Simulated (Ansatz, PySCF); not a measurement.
Pair of molecules: GeH4 (SMILES [GeH4]) (first 5 atoms) with Si2H6 (SMILES [SiH3][SiH3]); geometry from B3LYP-D3(BJ)/def2-TZVP.
(charge 0, multiplicity 1):
| atom | x (Å) | y (Å) | z (Å) |
|---|---|---|---|
| Ge | 0.0123 | 0.1378 | 0.0447 |
| H | -1.3182 | 0.7174 | -0.4566 |
| H | 0.6899 | 1.1478 | 0.9822 |
| H | 0.9340 | -0.1490 | -1.1501 |
| H | -0.2530 | -1.1659 | 0.8113 |
| Si | 1.1632 | -0.0348 | 4.1238 |
| Si | -1.1769 | -0.1378 | 4.0068 |
| H | 1.6211 | 1.3732 | 4.0418 |
| H | 1.7841 | -0.8031 | 3.0193 |
| H | 1.6226 | -0.6079 | 5.4132 |
| H | -1.7669 | 0.4781 | 5.2207 |
| H | -1.6282 | -1.5478 | 3.9232 |
| H | -1.6839 | 0.5919 | 2.8201 |

Basis-set superposition error: the interaction energy with monomers in their own basis, and in the dimer's basis (counterpoise).

Codes used: Ansatz (Gaussian basis) for Hartree–Fock, density functionals and correlated methods; PySCF for 6-31G* rows, M06-2X. 

| level | uncorrected (kcal/mol) | counterpoise (kcal/mol) | difference |
|---|---|---|---|
| PBE/def2-TZVPPD | -0.14 | -0.03 | 0.11 |
| revPBE/def2-TZVPPD | 1.61 | 1.72 | 0.10 |
| B97M-V/def2-TZVPPD | -1.62 | -1.49 | 0.14 |
| B3LYP/6-31G* | 0.83 | 1.35 | 0.53 |
| B3LYP/def2-TZVPPD | 1.04 | 1.17 | 0.12 |
| M06-2X/def2-TZVPPD | -2.14 | -1.98 | 0.16 |
| CAM-B3LYP/def2-TZVPPD | 0.22 | 0.35 | 0.13 |
| wB97M-V/def2-TZVPPD | -1.84 | -1.69 | 0.15 |
| B2PLYP/def2-TZVPPD | -0.04 | 0.19 | 0.22 |
| CCSD(T)/def2-SVPD | -2.26 | -0.96 | 1.30 |

The error is largest for CCSD(T)/def2-SVPD (1.30 kcal/mol) and smallest for revPBE/def2-TZVPPD (0.10 kcal/mol).

Ansatz is a quantum-chemistry and plane-wave program.
